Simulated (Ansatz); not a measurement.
Ansatz results at the PBE0-D4/def2-TZVP geometry: size of the dipole moment (B3LYP/def2-TZVPP) 1.22 D; LUMO energy (ωB97M-V/def2-TZVPP) 1.39 eV; HOMO energy (B3LYP/def2-TZVPP) -7.48 eV.

Each molecule was computed in one conformer, which needn't be the lowest.

(1) Which molecule gave them?
A. `F[SiH](F)[NH][GeH3]`
B. `CO[SiH2]S[SiH2]F`
C. `O[SiH2]C#[C][GeH2][OH]`
D. `N[SiH2]O[SiH](N)F`

## Answers

(1) B. The others give `N[SiH2]O[SiH](N)F`: 3.33, 1.90, -7.54; `F[SiH](F)[NH][GeH3]`: 2.62, 1.80, -7.81; `O[SiH2]C#[C][GeH2][OH]`: 0.69, 0.86, -8.00.

B3LYP here is the variant with VWN-RPA as its local correlation; programs differ in this.
